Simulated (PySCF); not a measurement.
Gas-phase reaction: 2 TiCl₄.H₂O + TiO₂ = Ti(OH)₄ + 2 TiCl₄

Computed with PySCF (xtb for GFN2) and rigid-rotor harmonic-oscillator thermochemistry at 1 bar. † marks an energy on the PBE0/def2-TZVP geometry and frequencies; other levels use their own. MP2 and CCSD(T) freeze the core. All species are closed-shell singlets. B3LYP is the form with VWN-RPA correlation. Adducts (TiCl₄.H₂O) have no counterpoise correction, and HF, PBE, BLYP, B3LYP and PBE0 lack dispersion. TiCl₄.H₂O, Ti(OH)₄: computed as isolated molecules; such fragments, hydroxides, amides, oligomers or adducts are transient or little studied in the gas. MP2 isn't extrapolated to the basis-set limit. CCSD(T) isn't extrapolated to the basis-set limit. Warning, large T1 diagnostic: Ti(OH)₄, TiCl₄, TiCl₄.H₂O, TiO₂ (CCSD(T)/def2-SVP†).

```tsv
level	ΔH°(298 K), kJ
B3LYP/def2-TZVP†	-474
BLYP/def2-TZVP†	-451
CCSD(T)/def2-SVP†	(withheld)
GFN2-xTB	-500
MP2/def2-TZVPP†	(withheld)
PBE/def2-SVP	-410
PBE/def2-TZVP†	(withheld)
PBE0/def2-SVP†	(withheld)
ωB97X-V/def2-TZVP†	-461
```

Q: Some entries are withheld; supply them.

A: 
- CCSD(T)/def2-SVP†, ΔH°(298 K), kJ: -403
- MP2/def2-TZVPP†, ΔH°(298 K), kJ: -356
- PBE/def2-TZVP†, ΔH°(298 K), kJ: -431
- PBE0/def2-SVP†, ΔH°(298 K), kJ: -436
